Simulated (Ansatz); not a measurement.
C2H2BF2N, SMILES `FBC1(F)C=N1`. Total charge 0; spin multiplicity 1.

```xyz
8

F     0.420   -2.330    0.335
B    -0.229   -1.266   -0.086
C     0.244    0.145    0.343
F     1.283    0.203    1.227
C    -0.009    1.357   -0.400
N    -0.792    1.229    0.562
H    -1.175   -1.402   -0.806
H     0.258    2.065   -1.174
```

(1) Give the diagnostics of a CCSD(T)/def2-TZVPP run (frozen core, the Gaussian-basis code of Ansatz). (Best estimate.)

Results:

(1) Computed: T1 = 0.0134, largest single amplitude 0.025, largest double 0.051, (T) share of the correlation energy 3.9 %, 10 CCSD cycles. The RHF solution is stable towards an unrestricted one. T1 lies under the customary mark of 0.02 for closed shells.
